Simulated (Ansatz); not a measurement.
Calculated with Ansatz (gas phase, PBE0-D4/def2-TZVP geometries, no zero-point term in ΔE). CBS: MP2 limit from def2 TZ/QZ plus the TZ coupled-cluster correction, frozen cores. DFT in def2-TZVPP. For Ge outer-core shells are correlated without core-valence functions, which leaves a few kJ/mol of doubt a bond. Scalar relativity is left out up to krypton. One conformer a species, not always the lowest.

`C[S][Ge][Cl]` + `[BH2][AlH][OH]` → `[OH][Ge][Cl]` + `[BH2][AlH][S]C`  (redistribution)

(1) Is it downhill or uphill in electronic energy at CCSD(T)/CBS, and by how much? (Estimate.)

(2) What do these levels give: BLYP-D4, r2SCAN-D4, BHLYP, CAM-B3LYP, HF/def2-TZVPP, HF/def2-QZVPP? (Best estimate.)

Largest T1 diagnostic among the species: 0.014.

## Answers

(1) The calculation gave: Uphill: ΔE = +32.5 kJ/mol.

(2) Ansatz gave: BLYP-D4 37.0, r2SCAN-D4 31.7, BHLYP 32.3, CAM-B3LYP 30.1, HF/def2-TZVPP 24.3, HF/def2-QZVPP 24.4 kJ/mol.

In def2-TZVPP, CCSD(T) changes the Hartree–Fock value by +6.0 kJ/mol (the triples alone add +1.5 kJ/mol) and MP2 by +8.8 kJ/mol. Leaving LDA and LC-ωPBE aside and taking each functional with its dispersion term where it has one, the values, not all of them listed here, spread over 13.2 kJ/mol, from ωB97X-V to BLYP-D4. LDA lies +4.7 kJ/mol from PBE without D4.
